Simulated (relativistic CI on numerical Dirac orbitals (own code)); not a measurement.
**How well does a small relativistic CI reproduce K III?**

Computed by Dirac-Coulomb-Breit CI, separate exchange-only KLI orbitals for each configuration, model QED (radiative potential, 1s self-energy scaled to tabulated hydrogen-like ionisation energies), valence Slater integrals scaled by 0.85, P86 correlation energy added to each configuration (own radial code, finite nucleus).

CI space (outside the closed core [Ne]): 3s²3p⁵, 3s3p⁶, 3s²3p⁴3d, 3s3p⁵3d, 3s²3p⁴4s, 3s²3p⁴4p, 3s²3p⁴4d, 3s²3p⁴5s, 3s²3p⁴5p, 3s²3p⁴4f, 3s²3p⁴5d, 3s²3p⁴5f, 3s²3p⁴5g, 3s3p⁵4s, 3s²3p³3d², 3s²3p²3d³, 3s3p³3d³, 3s²3p²3d²4s, 3s²3p²3d²4p, 3s²3p²3d²4d. Double excitations out of closed p, d and f shells are left out; levels of such configurations are missing from the list, as are those of other unlisted configurations, and high levels can miss mixing partners. These lack a partner that the ground configuration has and come out too high: 3s²3p⁴5s, 3s²3p⁴5p, 3s²3p⁴4f, 3s²3p⁴5d, 3s²3p⁴5f.

```csv
Configuration,Term (tabulated),J,Measured (cm⁻¹),Computed,Error,Purity (%)
3s²3p⁵,2P°,3/2,0.0,0,0,97
3s²3p⁵,2P°,1/2,2165.4,2145,-21,97
3s3p⁶,2S,1/2,130610.0,145957,15347,63
3s²3p⁴3d,2P,1/2,183878.0,196803,12925,98
3s²3p⁴3d,2P,3/2,185276.0,198163,12887,95
3s²3p⁴3d,2D,3/2,190917.0,201945,11028,98
3s²3p⁴3d,2D,5/2,192082.0,203157,11075,95
3s²3p⁴3d,2F,5/2,201165.0,205271,4106,95
3s²3p⁴4s,4P,5/2,207421.9,216759,9337,98
3s²3p⁴4s,4P,3/2,208687.8,218039,9351,96
3s²3p⁴4s,4P,1/2,209461.3,218813,9351,98
3s²3p⁴4s,2P,3/2,212725.4,222216,9491,95
3s²3p⁴4s,2P,1/2,214232.3,223732,9499,97
3s²3p⁴4s,2D,5/2,225051.0,234863,9812,97
3s²3p⁴4s,2D,3/2,225084.0,234919,9835,97
3s²3p⁴4p,4P°,5/2,237512.0,245373,7861,95
3s²3p⁴4p,4P°,3/2,237912.2,245786,7873,94
3s²3p⁴4p,4P°,1/2,238455.1,246328,7873,96
3s²3p⁴4p,4D°,7/2,240829.9,249201,8371,98
3s²3p⁴3d,2P,3/2,241042.0,246253,5211,85
3s²3p⁴4p,4D°,5/2,241443.5,249868,8425,81
3s²3p⁴4s,2S,1/2,241667.0,252797,11130,85
3s²3p⁴4p,4D°,3/2,242165.3,250569,8404,92
3s²3p⁴4p,4D°,1/2,242526.7,250930,8404,97
3s²3p⁴3d,2P,1/2,242549.0,247004,4455,87
3s²3p⁴4p,2D° †,5/2,243120.6,251681,8561,82
3s²3p⁴4p,2D° †,3/2,243448.2,253357,9909,57
3s²3p⁴4p,2P° †,3/2,243947.4,252377,8429,56
3s²3p⁴3d,2D †,5/2,244523.0,235656,-8867,97
3s²3p⁴4p,2P° †,1/2,245382.3,252063,6681,85
3s²3p⁴3d,2D †,3/2,246010.0,235331,-10679,97
3s²3p⁴4p,4S°,3/2,246625.6,254594,7969,97
3s²3p⁴5s,2P †,3/2,262828.0,306121,43293,67
3s²3p⁴5s,2P †,1/2,263770.0,307358,43588,92
```

Measured levels from Sansonetti, J. Phys. Chem. Ref. Data 37, 7 (2008); pairs were made by configuration, J and term (by order where the table uses no LS term), so strongly mixed levels may be paired wrongly.

Mean error by configuration (cm⁻¹): 3s²3p⁵ -21; 3s3p⁶ 15347; 3s²3p⁴3d 8812; 3s²3p⁴4s 9726; 3s²3p⁴4p 8147. Over the excited levels the mean absolute error is 8802 cm⁻¹ (33 of the 38 excited levels that our extract of the source holds in range could be paired, and the others can miss by more), and the median relative error of those above 1,000 cm⁻¹ is 4.4 %. † marks terms whose computed intervals miss the measured ones by more than a factor of 2.5, or configurations far off the rest, from wrong mixing, a near crossing or a doubtful label or measurement; they are left out of the means.
